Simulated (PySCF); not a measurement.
Species: SnCl3(NHMe), CH4Cl3NSn.
Z-matrix (Å and degrees, PBE0-D3(BJ)/def2-SVP geometry), rows numbered from 1:
```
Sn
Cl  1  2.3226
Cl  1  2.3218  2  111.20
Cl  1  2.3356  2  108.54  3  -116.39
N   1  2.0070  2  109.64  3   118.98
C   5  1.4528  1  117.36  2   174.27
H   5  1.0181  1  111.60  2    41.39
H   6  1.1062  5  115.07  1   -67.39
H   6  1.1013  5  109.56  1    54.18
H   6  1.1016  5  109.42  1   170.88
```

Method: PBE0-D3(BJ)/def2-SVP geometry optimisation, gas phase, def2 core potentials past Kr in PySCF.

Masses are those of the commonest isotopes; rigid-rotor values at the optimised geometry. 

(1) Give the principal moments of inertia and the rotational constants in MHz.

(2) What kind of rotor is it?

(3) What does the inertial defect say?

(4) Predict some low-J microwave lines.

## Answers

(1) Ia = 453.52, Ib = 526.45, Ic = 560.63 u·Å²; 505379 MHz·u·Å²/I gives A = 1114, B = 960.0, C = 901.4 MHz.

(2) An asymmetric top: κ = (2 × 960.0 − 1114 − 901.4)/(1114 − 901.4) = -0.45.

(3) Not planar: Δ = Ic − Ia − Ib = -419.34 u·Å². For a rigid frame Δ = −2 Σ m c², so Σ m c² = 209.67 u·Å² lies off the ab plane: 15.73 from hydrogen and 193.94 from heavier atoms. The atom farthest from that plane is 2.57 Å away.

(4) The dipole components are |μa| = 1.62 D, |μb| = 0.69 D, |μc| = 2.32 D. Intensities carry the squares of the components, which stand as 0.49 : 0.09 : 1.00 (a : b : c). Some lines, for components of 0.1 D or more:

```json
{"type": "b", "branch": "Q", "J(Ka,Kc)": "3(2,1) ← 3(1,2)", "MHz": "449", "lower level (cm⁻¹)": "0.384"}
{"type": "b", "branch": "Q", "J(Ka,Kc)": "3(2,2) ← 3(1,3)", "MHz": "734", "lower level (cm⁻¹)": "0.373"}
{"type": "b", "branch": "Q", "J(Ka,Kc)": "4(3,1) ← 4(2,2)", "MHz": "802", "lower level (cm⁻¹)": "0.651"}
{"type": "a", "branch": "Q", "J(Ka,Kc)": "5(1,4) ← 5(1,5)", "MHz": "825", "lower level (cm⁻¹)": "0.920"}
{"type": "b", "branch": "Q", "J(Ka,Kc)": "5(1,4) ← 5(0,5)", "MHz": "840", "lower level (cm⁻¹)": "0.920"}
{"type": "b", "branch": "Q", "J(Ka,Kc)": "4(3,2) ← 4(2,3)", "MHz": "959", "lower level (cm⁻¹)": "0.645"}
{"type": "b", "branch": "Q", "J(Ka,Kc)": "5(3,3) ← 5(2,4)", "MHz": "1019", "lower level (cm⁻¹)": "0.954"}
{"type": "c", "branch": "Q", "J(Ka,Kc)": "5(5,1) ← 5(4,1)", "MHz": "1622", "lower level (cm⁻¹)": "1.031"}
{"type": "a", "branch": "R", "J(Ka,Kc)": "1(0,1) ← 0(0,0)", "MHz": "1861", "lower level (cm⁻¹)": "0.000"}
{"type": "b", "branch": "R", "J(Ka,Kc)": "1(1,1) ← 0(0,0)", "MHz": "2016", "lower level (cm⁻¹)": "0.000"}
{"type": "b", "branch": "R", "J(Ka,Kc)": "3(1,2) ← 2(2,1)", "MHz": "5199", "lower level (cm⁻¹)": "0.211"}
{"type": "b", "branch": "R", "J(Ka,Kc)": "3(0,3) ← 2(1,2)", "MHz": "5424", "lower level (cm⁻¹)": "0.189"}
{"type": "b", "branch": "R", "J(Ka,Kc)": "3(1,3) ← 2(0,2)", "MHz": "5598", "lower level (cm⁻¹)": "0.186"}
{"type": "c", "branch": "R", "J(Ka,Kc)": "3(1,2) ← 2(0,2)", "MHz": "5947", "lower level (cm⁻¹)": "0.186"}
{"type": "b", "branch": "R", "J(Ka,Kc)": "4(1,3) ← 3(2,2)", "MHz": "7143", "lower level (cm⁻¹)": "0.397"}
{"type": "a", "branch": "R", "J(Ka,Kc)": "4(3,2) ← 3(3,1)", "MHz": "7468", "lower level (cm⁻¹)": "0.428"}
{"type": "a", "branch": "R", "J(Ka,Kc)": "4(1,3) ← 3(1,2)", "MHz": "7528", "lower level (cm⁻¹)": "0.384"}
{"type": "c", "branch": "R", "J(Ka,Kc)": "4(2,3) ← 3(1,3)", "MHz": "8169", "lower level (cm⁻¹)": "0.373"}
{"type": "c", "branch": "R", "J(Ka,Kc)": "4(3,2) ← 3(2,2)", "MHz": "8394", "lower level (cm⁻¹)": "0.397"}
{"type": "b", "branch": "R", "J(Ka,Kc)": "5(2,3) ← 4(3,2)", "MHz": "8658", "lower level (cm⁻¹)": "0.677"}
{"type": "b", "branch": "R", "J(Ka,Kc)": "5(1,4) ← 4(2,3)", "MHz": "9081", "lower level (cm⁻¹)": "0.645"}
{"type": "a", "branch": "R", "J(Ka,Kc)": "5(2,4) ← 4(2,3)", "MHz": "9277", "lower level (cm⁻¹)": "0.645"}
{"type": "a", "branch": "R", "J(Ka,Kc)": "5(4,2) ← 4(4,1)", "MHz": "9338", "lower level (cm⁻¹)": "0.719"}
{"type": "a", "branch": "R", "J(Ka,Kc)": "5(3,2) ← 4(3,1)", "MHz": "9375", "lower level (cm⁻¹)": "0.678"}
{"type": "c", "branch": "R", "J(Ka,Kc)": "5(5,1) ← 4(4,1)", "MHz": "10962", "lower level (cm⁻¹)": "0.719"}
```

No PBE0-D3(BJ)/def2-SVP frequencies stand behind this structure, so it isn't proved a minimum. Zero-point vibration and centrifugal distortion are left out. A rigid rotor knows nothing of inversion at nitrogen or internal rotation, which can split or shift real lines. Quadrupole hyperfine structure (14N, 35Cl) is left out.
